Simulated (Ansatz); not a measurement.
A run on H₅NSiTe (`N[SiH2][TeH]`) with other settings.

```yaml
crystal:
  periodic: [false, false, false]
  atoms:
    - {symbol: N, position_ang: [-0.836466, 0.566601, -0.961836]}
    - {symbol: Si, position_ang: [0.563089, 0.395311, 0.012216]}
    - {symbol: Te, position_ang: [1.087675, -1.884216, 0.930705]}
    - {symbol: H, position_ang: [-0.930084, 0.010484, -1.797867]}
    - {symbol: H, position_ang: [-1.729907, 0.671998, -0.506765]}
    - {symbol: H, position_ang: [0.408158, 1.341039, 1.142493]}
    - {symbol: H, position_ang: [1.769369, 0.690958, -0.798739]}
    - {symbol: H, position_ang: [-0.239634, -1.849275, 1.923996]}
basis:
  gaussian: {orbitals: def2-mTZVP, fitting: {mean_field: cc-pVTZ-jkfit}}
magnetization: {spin_polarized: true, initial_magnetization: 2}
hamiltonian: {xc: {name: PBE}}
accuracy: high
```

```sh
$ ansatz run in.yaml --threads 2 --pin off --events-out ev --progress --plain --max-ram 4352MiB
```

Shortened log:

```
Functional definition: PBE
Error: <dir> the basis set cc-pVTZ-JKFIT has no functions for Te
```
